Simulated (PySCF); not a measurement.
PySCF 2.14 output of an unrestricted M06-2X calculation on a single atom or ion in aug-cc-pVQZ-PP with ECP28MDF (7s7p5d3f2g, 92 functions), with scalar relativity through the core potential:

```
SCF conv_tol = 1e-09
number electrons alpha = 11  beta = 10
    Y. Zhao and D. G. Truhlar.,  Theor. Chem. Acc. 120, 215 (2008)
    Y. Zhao and D. G. Truhlar.,  Theor. Chem. Acc. 120, 215 (2008)
cycle= 1 E= -213.931726946851  delta_E= -0.00338  |g|= 0.0198  |ddm|= 0.489
cycle= 2 E= -213.931882832336  delta_E= -0.000156  |g|= 0.0111  |ddm|= 0.122
cycle= 3 E= -213.931914399506  delta_E= -3.16e-05  |g|= 0.00191  |ddm|= 0.0268
cycle= 4 E= -213.93191765859  delta_E= -3.26e-06  |g|= 0.000209  |ddm|= 0.0144
cycle= 5 E= -213.931917698285  delta_E= -3.97e-08  |g|= 2.59e-05  |ddm|= 0.00147
cycle= 6 E= -213.931917698839  delta_E= -5.54e-10  |g|= 2.14e-06  |ddm|= 0.000151
converged SCF energy = -213.931917698839  <S^2> = 0.75495321  2S+1 = 2.0049471
```

The run itself started from symmetry-adapted Hartree-Fock orbitals and held the occupation by maximum overlap, on a logarithmic radial grid, so the iterations belong to that start.

Task: Which element, charge and spin multiplicity is this?

Result: Sn⁺ (tin, charge +1), multiplicity 2; the state was [Kr] 4d10 5s2 5p1, 2P determinant.

Energies and moments cover only the electrons outside the core potential.
